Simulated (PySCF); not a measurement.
GeH₆O₂Si, SMILES [OH][GeH2][SiH2]O. Heavy atoms are numbered as in [OH:1][SiH2:2][GeH2:3][OH:4]. Hydrogens are named by the atom that carries them.

Geometry: B3LYP-D3(BJ)/def2-SVP. This is a generated structure with no PubChem entry under its InChIKey; it may be hypothetical. One conformer was computed; it need not be the lowest.

Level of theory: PBE0/pcSseg-1 (PySCF).

GIAO shieldings, no solvent; atoms alike by connectivity are averaged. δ = σ(ref) − σ: ¹⁷O against H2O (σ = 334.2 ppm); ²⁹Si against TMS (σ = 352.7 ppm); ⁷³Ge against GeH4 (σ = 1658.3 ppm); ¹H against TMS (σ = 31.56 ppm), references at their B3LYP-D3(BJ)/def2-TZVP geometries, non-relativistic.

Computed chemical shifts:
```tsv
nucleus	atoms	count	δ (ppm)
¹⁷O	O1 (OH)	1	-7.8
¹⁷O	O4 (OH)	1	-19.6
²⁹Si	Si2 (SiH2)	1	-29.5
⁷³Ge	Ge3 (GeH2)	1	234.8
¹H	H on Ge3	2	5.60
¹H	H on Si2	2	5.56
¹H	H on O1	1	4.09
¹H	H on O4	1	0.42
```
